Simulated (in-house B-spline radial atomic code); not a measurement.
Sr²⁺. Computed with a B-spline radial atomic code. Model: all-electron spherical atom, spin shells full or empty, radial basis limit, no spin-orbit coupling, Breit or QED, empty-state partial waves extrapolated as (l+1/2)^-4, RPA, G0W0 and static COHSEX of the highest shell as one setting changes (uncorrelated shells keep exact exchange).

Given: element Sr; charge 2; filled core Ar; hamiltonian one-electron scalar X2C; mean-field start r2SCAN; highest l of empty states 9; nuclear rms radius 4.224 fm; highest mean-field shell 4p.

Shell: 3d 5 5, 4s 1 1, 4p 3 3 (electrons up and down).

```tsv
natural log step of frequency grid	RPA correlation energy (hartree)	G0W0 level (eV)	G0W0 minus most complete (meV)	RPA minus most complete (millihartree)	linearised minus solved G0W0 (meV)
0.25	-2.6531	-43.277	0	0	-23.1
0.4	-2.6531	-43.277	0	0	-23.1
0.6	-2.6531	-43.277	0	0	-23.1
0.9	?	?	?	?	?
1.3	-2.6532	-43.278	-0.9	0	-22.9
1.8	-2.6579	-43.255	22	-4.8	-20.4
2.5	?	?	?	?	?
3.5	-2.5823	-43.106	171.1	70.8	-16.4
```

Question: What follows for natural log step of frequency grid = 0.9?

Answer: RPA correlation energy -2.6531 hartree; G0W0 level -43.277 eV; G0W0 minus most complete -0.1 meV; RPA minus most complete 0 millihartree; linearised minus solved G0W0 -23.2 meV.

Question: What follows for natural log step of frequency grid = 2.5?

Answer: RPA correlation energy -2.5799 hartree; G0W0 level -43.134 eV; G0W0 minus most complete 142.7 meV; RPA minus most complete 73.3 millihartree; linearised minus solved G0W0 -15.7 meV.
